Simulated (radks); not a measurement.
The numbers below are computed, except where a source is named.
Fractional charge and spin in the 2p shell of magnesium: the spin-up occupation runs from 2 to 3 and the spin-down occupation from 2 to 3; the fullest corner is Mg+, [He] 2s2 3s(up 0.5, down 0.5) 2p(up 3, down 3). Level of theory: non-relativistic Kohn-Sham, LDA (Slater exchange, Perdew-Wang correlation), spin-polarised, spherical densities, point nucleus (a radial shooting solver on a logarithmic mesh with Libxc functionals). Energy (eV) minus the two flat planes that join the four corners (they meet along the diagonal where the two added fractions sum to one electron); zero is where a piecewise linear energy would lie.

| down \ up | 2 | 2.25 | 2.5 | 2.75 | 3 |
|---|---|---|---|---|---|
| 2 | 0.000 | -2.777 | -3.675 | -2.735 | 0.000 |
| 2.25 | -2.777 | -3.494 | -2.387 | 0.505 | -2.443 |
| 2.5 | -3.675 | -2.387 | 0.673 | -2.118 | -3.226 |
| 2.75 | -2.735 | 0.505 | -2.118 | -3.069 | -2.395 |
| 3 | 0.000 | -2.443 | -3.226 | -2.395 | 0.000 |

Corners above the fullest one (they belong to Mg2+ and the next ion): (up 3, down 2) 68.495 eV, (up 2, down 3) 68.495 eV, (up 2, down 2) 167.31 eV. With half an added electron in each spin the energy lies 0.673 eV from the planes, and with half an added electron in spin up alone -3.675 eV. The planes are only a guide here: the flat-plane condition holds for ground states with one frontier orbital, while this shell lies below other occupied shells, so the corners above the fullest one are inner-hole states and not the ground states of those ions.
